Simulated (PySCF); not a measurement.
Undecacarbon chain, C11 (singlet state).
SMILES with atom numbers: `[C:1]=[C:2]=[C:3]=[C:4]=[C:5]=[C:6]=[C:7]=[C:8]=[C:9]=[C:10]=[C:11]`

Structure used (PBE0-D3(BJ)/def2-SVP), in Å, numbered top down from 1:
```xyz
11
C11 angstrom
C      5.4557   -3.1398    1.5034
C      4.3588   -2.5121    1.2382
C      3.2571   -1.8827    0.9684
C      2.1730   -1.2626    0.7021
C      1.0847   -0.6340    0.4307
C      0.0000   -0.0085    0.1594
C     -1.0844    0.6183   -0.1105
C     -2.1725    1.2474   -0.3796
C     -3.2509    1.8766   -0.6473
C     -4.3468    2.5161   -0.9157
C     -5.4370    3.1549   -1.1795
```

Level of theory: TDDFT CAM-B3LYP/def2-SVPD, vertical, gas phase, core orbitals frozen in the response in PySCF 2.14.0, density-fitted response routines.

Transition dipole moments from the ground state, in atomic units and in the frame of the coordinates above (overall signs are arbitrary), for the states with f of 0.002 or more among the lowest 10:

```
state  E (eV)      μx      μy      μz
   S7   3.368  -0.125  -0.257  -0.115
   S8   3.368   0.108   0.072  -0.280
   S9   3.370   0.056  -0.002  -0.245
  S10   3.370  -0.122  -0.220  -0.027
```

Problem. What oscillator strength does each state have?

Solution. f = (2/3) ΔE |μ|² with ΔE in hartree (27.2114 eV).

```tsv
state	|μ|² (au)	|μ| (D)	f
S7	0.095	0.78	0.008
S8	0.096	0.79	0.008
S9	0.063	0.64	0.005
S10	0.064	0.64	0.005
```

Problem. How is the summed strength of these states shared among x, y and z?

Solution. (2/3) Σ ΔE μα² gives 0.004 for x, 0.010 for y and 0.013 for z, 0.026 in all.

Problem. What peak molar absorption coefficient would the strongest computed level give as a lone Gaussian band 0.3 eV wide at half height?

Solution. ε(max) = 2.175×10⁸ f / FWHM, with the width in cm⁻¹. S7/S8/S9/S10 (f summed): 2.175×10⁸ × 0.0262 / 2420 ≈ 2400 L mol⁻¹ cm⁻¹.

S7/S8/S9/S10 coincide within about 0.01 eV; within a degenerate level the directions of the single components are arbitrary.

On one thread of an AMD EPYC 7R43, on a shared host, this took 61 s of wall time (with the writing of density and orbital grids) and 1.1 GiB of memory at its peak.
